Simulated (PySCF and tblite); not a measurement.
Results of a calculation; reference values are marked as such.
Stationary points of C3H9NOSi2 at GFN2-xTB, in Å:

Structure A

```
 1 O     2.744    0.795   -0.242
 2 C     1.956   -0.376   -0.306
 3 C     1.126   -0.709   -1.500
 4 C     0.478   -0.312   -0.427
 5 N    -0.668    0.022    0.210
 6 Si   -2.146   -0.169   -0.717
 7 Si   -0.503    0.443    1.909
 8 H     2.373    1.451   -0.842
 9 H     2.461   -1.130    0.290
10 H     1.125   -1.029   -2.512
11 H    -1.971    0.578   -1.963
12 H    -3.202    0.387    0.119
13 H    -2.352   -1.593   -0.989
14 H    -1.726    1.172    2.231
15 H     0.690    1.272    2.034
16 H    -0.392   -0.791    2.693
```

Structure B

```
 1 O     2.658   -0.774    0.278
 2 C     1.653   -0.815   -0.710
 3 C     1.311    0.389   -1.534
 4 C     0.437    0.042   -0.624
 5 N    -0.730    0.268    0.067
 6 Si   -2.087   -0.705   -0.444
 7 Si   -0.522    1.094    1.590
 8 H     2.708    0.118    0.637
 9 H     1.638   -1.819   -1.117
10 H     1.631    1.053   -2.300
11 H    -2.146   -0.580   -1.900
12 H    -3.239   -0.115    0.229
13 H    -1.908   -2.110   -0.062
14 H    -1.863    1.506    1.980
15 H     0.367    2.225    1.310
16 H     0.091    0.224    2.599
```

The path came from a restrained scan, a climbing-image band and a saddle search at GFN2-xTB; energies are PBE0/pcSseg-1 + D3(BJ)//GFN2-xTB, thermal terms GFN2-xTB.

**Question.** Which structure is a saddle point, and along which motion?

**Answer.** B: one imaginary mode (57i cm⁻¹ at GFN2-xTB, mostly on O1, C3, Si6), along the rotation about the C4–N5 bond (torsion C2–C4–N5–Si6 from 178° to 362°, rising).

**Question.** Give their symmetry and energies above the lowest.

**Answer.** A C1, 0.0 kcal/mol; B C1, 8.8 kcal/mol.
